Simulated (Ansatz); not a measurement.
Stepwise reaction of `[SH][Ti]([Cl])([Cl])[Cl]` with hydrogen sulfide, as a gas-phase model of exchange steps in deposition or etching. ΔE in kJ/mol.

Gas-phase electronic energies from Ansatz, PBE0-D4/def2-TZVP geometries. CCSD(T)/CBS is the MP2 limit (def2-TZVPP, def2-QZVPP) plus CCSD(T) − MP2 in def2-TZVPP, frozen cores. This one scheme is used for every species. Functionals use def2-TZVPP. B3LYP here is the variant with VWN-RPA as its local correlation; programs differ in this. For Ti outer-core shells are correlated without core-valence functions, which leaves a few kJ/mol of doubt a bond. Scalar relativity is left out up to krypton. One conformer a species, not always the lowest.

```tsv
step	reaction	PBE-D4	B3LYP-D4	ωB97M-V	CCSD(T)/CBS
2	`[SH][Ti]([SH])([Cl])[Cl]` + H₂S → `[SH][Ti]([SH])([SH])[Cl]` + HCl	50.0	55.3	56.2	51.9
3	`[SH][Ti]([SH])([SH])[Cl]` + H₂S → `[SH][Ti]([SH])([SH])[SH]` + HCl	56.8	61.8	62.7	58.5
```

**Question.** Give the row of step 1, `[SH][Ti]([Cl])([Cl])[Cl]` + H₂S → `[SH][Ti]([SH])([Cl])[Cl]` + HCl. (Estimate.)

**Answer.** Ansatz gave: 
```json
{"step": "1", "reaction": "`[SH][Ti]([Cl])([Cl])[Cl]` + H₂S → `[SH][Ti]([SH])([Cl])[Cl]` + HCl", "PBE-D4": "48.8", "B3LYP-D4": "53.6", "ωB97M-V": "54.5", "CCSD(T)/CBS": "50.1"}
```

**Question.** By hand: ΔE of the 3 steps together at CCSD(T)/CBS.

**Answer.** (50.1) + (51.9) + (58.5) = 160.5 kJ/mol, or 53.5 kJ/mol a step.

In ΔE step 1 is the lowest and step 3 the highest. All are uphill at CCSD(T)/CBS. PBE-D4 differs from CCSD(T)/CBS by -1.9 to -1.3 kJ/mol a step. Isolated molecules leave out the surface, adducts and barriers. Largest T1 diagnostic: 0.029.
